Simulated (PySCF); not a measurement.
Cd(OMe)(GeH3) (CH6CdGeO), SMILES [GeH3][Cd][O]C.

Geometry: r2SCAN-D4/def2-SVP. The def2 effective core potentials stand for the cores of Cd; spin–orbit coupling is left out. The values are those of a single conformer.

Two levels are set side by side: PBE/def2-TZVP (PySCF) and r2SCAN/def2-TZVP (PySCF). Same geometry, gas phase. Differences are taken from unrounded values.

| quantity | r2SCAN |
|---|---|
| orbital gap (eV) | 4.23 |
| highest occupied level (eV) | -5.70 |
| lowest empty level (eV) | -1.47 |
| dipole moment (D) | 1.47 |
| mean polarisability (bohr³) | 87.0 |

Q: What does PBE give, and how far is it from r2SCAN? (An estimate is asked for; the answer gives what the named calculation found.)

A: 
| quantity | PBE | PBE minus r2SCAN |
|---|---|---|
| orbital gap (eV) | 3.71 | -0.52 |
| highest occupied level (eV) | -5.44 | 0.26 |
| lowest empty level (eV) | -1.73 | -0.26 |
| dipole moment (D) | 1.41 | -0.06 |
| mean polarisability (bohr³) | 89.9 | 2.9 |

Rough cost on one machine, each run with all the roots and properties that it gave: r2SCAN against PBE about 3 times.
